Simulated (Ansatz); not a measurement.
Reaction (germylene formation by 1,1-elimination): `[OH][GeH2][SiH3]` → `[OH][GeH]` + SiH₄

Computed with Ansatz on PBE0-D4/def2-TZVP structures; ΔE is electronic, products minus reactants. CCSD(T)/CBS adds triple-zeta CCSD(T) − MP2 to the extrapolated MP2 energy (def2 sets, frozen cores). This one scheme is used for every species. DFT in def2-TZVPP. B3LYP here is the variant with VWN-RPA as its local correlation; programs differ in this. HSE06 is defined as in plane-wave codes. For Ge outer-core shells are correlated without core-valence functions, which leaves a few kJ/mol of doubt a bond. Scalar relativity is left out up to krypton. One conformer a species, not always the lowest.

```csv
level,ΔE (kJ/mol),difference from CCSD(T)/CBS
LDA (SPW92),138.4,29.4
BLYP-D4,77.5,-31.5
r2SCAN-D4,120.6,11.6
B97M-V,116.3,7.3
PBE0-D4,122.7,13.7
r2SCANh-D4,123.5,14.5
r2SCAN0-D4,127.7,18.7
HSE06-D4,122.7,13.7
BHLYP-D4,108.3,-0.7
CAM-B3LYP-D4,101.9,-7.1
ωB97X-V,115.4,6.4
ωB97M-V,99.7,-9.3
B2PLYP,96.5,-12.5
PBE-QIDH,129.9,20.9
PBE,101.8,-7.2
revPBE,86.9,-22.1
BLYP,63.7,-45.3
PBE0,116.5,7.5
B3LYP,81.9,-27.1
r2SCANh,121.5,12.5
r2SCAN0,125.5,16.5
HSE06,116.8,7.8
BHLYP,97.7,-11.3
CAM-B3LYP,95.4,-13.6
LC-ωPBE,126.4,17.4
RPA@PBE/def2-TZVPP,97.3,-11.7
HF/def2-SVP,94.1,-14.9
MP2/def2-SVP,110.4,1.4
CCSD/def2-SVP,97.3,-11.7
HF/def2-TZVPP,91.9,-17.1
MP2/def2-TZVPP,121.8,12.8
SCS-MP2/def2-TZVPP,109.2,0.2
CCSD/def2-TZVPP,112.1,3.1
CCSD(T)/def2-TZVPP,113.9,4.9
HF/def2-QZVPP,90.5,-18.5
MP2/def2-QZVPP,118.5,9.5
SCS-MP2/def2-QZVPP,107.0,-2.0
HF/CBS(def2),90.3,-18.7
MP2/CBS(def2),116.9,7.9
CCSD/CBS(def2),107.2,-1.8
CCSD(T)/CBS,109.0,0
```

Largest T1 diagnostic among the species: 0.016.

From r2SCAN to r2SCAN0 (25 % exact exchange), in def2-TZVPP and without D4, ΔE moves by +6.7 kJ/mol. The D4 term adds +11.2 kJ/mol with B3LYP and +6.2 kJ/mol with PBE0; it sums over pairs of atoms, weighted by their polarisabilities, and B3LYP, whose exchange is more repulsive, gets the larger term. Leaving LDA and LC-ωPBE aside and taking each functional with its dispersion term where it has one, the values spread over 52.3 kJ/mol, from BLYP-D4 to PBE-QIDH. LDA lies +36.6 kJ/mol from PBE without D4.
